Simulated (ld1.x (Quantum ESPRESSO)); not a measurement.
# Reading a pseudo-wave (Al)

Columns: radius, all-electron u(r) and pseudo u(r) of the 3p shell (level -2.68 eV) of aluminium in the configuration [Ne] 3s2 3p1; Wu–Cohen, scalar-relativistic, TM scheme, ld1.x (Quantum ESPRESSO) 7.5.

```json
{"r (bohr)": "0.093", "all-electron": "0.0666", "pseudo": "-0.0026"}
{"r (bohr)": "0.185", "all-electron": "0.1532", "pseudo": "-0.0102"}
{"r (bohr)": "0.278", "all-electron": "0.2041", "pseudo": "-0.0227"}
{"r (bohr)": "0.370", "all-electron": "0.2153", "pseudo": "-0.0391"}
{"r (bohr)": "0.463", "all-electron": "0.1962", "pseudo": "-0.0592"}
{"r (bohr)": "0.555", "all-electron": "0.1575", "pseudo": "-0.0817"}
{"r (bohr)": "0.648", "all-electron": "0.1063", "pseudo": "-0.1062"}
{"r (bohr)": "0.740", "all-electron": "0.0495", "pseudo": "-0.1316"}
{"r (bohr)": "0.833", "all-electron": "-0.0102", "pseudo": "-0.1580"}
{"r (bohr)": "0.925", "all-electron": "-0.0690", "pseudo": "-0.1846"}
{"r (bohr)": "1.018", "all-electron": "-0.1264", "pseudo": "-0.2120"}
{"r (bohr)": "1.110", "all-electron": "-0.1802", "pseudo": "-0.2400"}
{"r (bohr)": "1.203", "all-electron": "-0.2310", "pseudo": "-0.2693"}
{"r (bohr)": "1.295", "all-electron": "-0.2773", "pseudo": "-0.2996"}
{"r (bohr)": "1.388", "all-electron": "-0.3202", "pseudo": "-0.3314"}
{"r (bohr)": "1.480", "all-electron": "-0.3588", "pseudo": "-0.3634"}
{"r (bohr)": "1.573", "all-electron": "-0.3940", "pseudo": "-0.3953"}
{"r (bohr)": "1.665", "all-electron": "-0.4250", "pseudo": "-0.4252"}
{"r (bohr)": "1.758", "all-electron": "-0.4526", "pseudo": "-0.4526"}
{"r (bohr)": "1.850", "all-electron": "-0.4762", "pseudo": "-0.4762"}
{"r (bohr)": "1.943", "all-electron": "-0.4967", "pseudo": "-0.4967"}
{"r (bohr)": "2.035", "all-electron": "-0.5138", "pseudo": "-0.5138"}
{"r (bohr)": "2.128", "all-electron": "-0.5279", "pseudo": "-0.5279"}
{"r (bohr)": "2.220", "all-electron": "-0.5392", "pseudo": "-0.5392"}
{"r (bohr)": "2.313", "all-electron": "-0.5479", "pseudo": "-0.5479"}
{"r (bohr)": "2.405", "all-electron": "-0.5541", "pseudo": "-0.5541"}
```

(1) How many radial nodes do the two functions have?

(2) At about which radius was the pseudo-wave matched?

(3) Is the pseudo-wave norm-conserving?

Answers

(1) The all-electron 3p function has n − l − 1 = 1; the pseudo-wave has 0, since the states of the same l below it are removed with the core.

(2) 1.85 bohr. The columns agree to 0.0005 from 1.67 bohr on; several derivatives are matched, so the curves merge somewhat inside the radius.

(3) Yes: the TM scheme keeps the norm inside the radius equal to the all-electron one, which fixes the energy derivative of the logarithmic derivative at the level.
